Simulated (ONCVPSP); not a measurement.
Before and after: ONCV potential for carbon (C)

```json
{
 "Element": "C",
 "Generator": "ONCVPSP 4.0.1",
 "Type": "optimised norm-conserving Vanderbilt (ONCV)",
 "Functional": "PBE",
 "Relativity": "non-relativistic",
 "Frozen core": "[He]",
 "Valence charge": "4",
 "Reference configuration": "2s2 2p2",
 "Partial waves": "2s: rc 0.95 bohr, ncon 4, nbas 8, qcut 5.8 1/bohr, local; 2p: rc 1.80 bohr, ncon 3, nbas 6, qcut 8.7 1/bohr, 3 projectors, debl 2.6 Ha",
 "Local potential": "the s channel",
 "Core correction": "none"
}
```

All-electron outer shells of the reference configuration (PBE, non-relativistic, ld1.x):

```csv
shell,level (eV),outermost node (bohr),outermost maximum (bohr)
1s,-273.26,–,0.17
2s,-13.74,0.38,1.22
2p,-5.29,–,1.20
```

Change: all radii scaled by about 1.20 (s 1.14, p 2.16 bohr).

Cutoffs: the cutoffs (Ha) at which the residual kinetic energy of the hardest occupied pseudo-wave falls to 1 and 0.1 mHa per electron; they do not see the model core or the augmentation charge, which bear on the density cutoff. Errors are all-electron minus pseudo energies relative to the spin-unpolarised reference configuration.

Q: Predict the effect on cutoff, ghosts and configuration errors.

A: The potential gets neither clearly harder nor softer (20 Ha and 80 Ha → 18 Ha and 107 Ha); the s channel sets the loose cutoff, while the largest relative change is in p, which becomes softer; of the 4 tests that both files solve, the error grows in 3 and shrinks in 1 by more than 15 % and 0.3 meV (median size 106.2 → 178.1 meV); neither file shows a bound ghost.

```tsv
quantity	base	changed
cutoff, loose	20 Ha	18 Ha
cutoff, tight	80 Ha	107 Ha
loose cutoff by channel	s 20 Ha, p 19 Ha	s 18 Ha, p 15 Ha
bound ghosts	none	none
GHOST(+) flags under 300 eV	none	none
error for 2s2 2p1, meV [ΔE 10.87 eV]	+18	+35
error for 2s2 2p0, meV [ΔE 35.02 eV]	+194	+321
error for 2s1 2p0, meV [ΔE 83.20 eV]	+441	+672
error for 2s1 2p3, meV [ΔE 8.46 eV]	+2.2	+0.1
```
